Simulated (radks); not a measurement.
Spherical jellium clusters: N electrons in a uniform positive sphere of charge N and radius rs N^(1/3), rs = 4.45 bohr. Method: non-relativistic Kohn-Sham, LDA (Slater exchange, Perdew-Wang correlation), spin-polarised, spherical densities; computed with a radial shooting solver with Libxc functionals. Levels are named by radial order and angular momentum (1s, 1p, 1d, 2s, ...), and open shells are averaged over m.

N = 16, configuration 1s2 1p6 1d(up 5, down 3). This is the lowest configuration that the search found. Occupied and some empty levels:

| level | occupation | eigenvalue (eV) | <r> (bohr) |
|---|---|---|---|
| 1s up | 1 | -4.4647 | 6.920 |
| 1s down | 1 | -4.3495 | 6.783 |
| 1p up | 3 | -3.7299 | 8.290 |
| 1p down | 3 | -3.5855 | 8.271 |
| 1d up | 5 | -2.8237 | 9.261 |
| 1d down | 3 | -2.6755 | 9.301 |
| 2s up | 0 | -2.4405 | 7.740 |
| 2s down | 0 | -2.3722 | 7.835 |
| 1f up | 0 | -1.7817 | 10.16 |
| 1f down | 0 | -1.6430 | 10.25 |
| 2p up | 0 | -1.2957 | 9.809 |
| 2p down | 0 | -1.2237 | 9.905 |

Energy (eV): total -29.2608, kinetic 23.213, external -736.98, Hartree 365.04, exchange-correlation -53.276, background 372.74.

Electron density:

| r (bohr) | n(r) (e/bohr^3) |
|---|---|
| 0.808 | 0.001382 |
| 1.71 | 0.001525 |
| 2.61 | 0.001774 |
| 3.51 | 0.002119 |
| 4.41 | 0.002525 |
| 5.31 | 0.002932 |
| 6.21 | 0.003243 |
| 7.11 | 0.003350 |
| 8.01 | 0.003161 |
| 8.90 | 0.002662 |
| 9.80 | 0.001958 |
| 10.7 | 0.001246 |
| 11.6 | 0.0006891 |
| 12.5 | 0.0003437 |
| 13.4 | 0.0001597 |
| 14.3 | 0.00007064 |
| 15.2 | 0.00003015 |
| 16.1 | 0.00001257 |
| 17.0 | 5.148e-06 |
| 17.9 | 2.083e-06 |
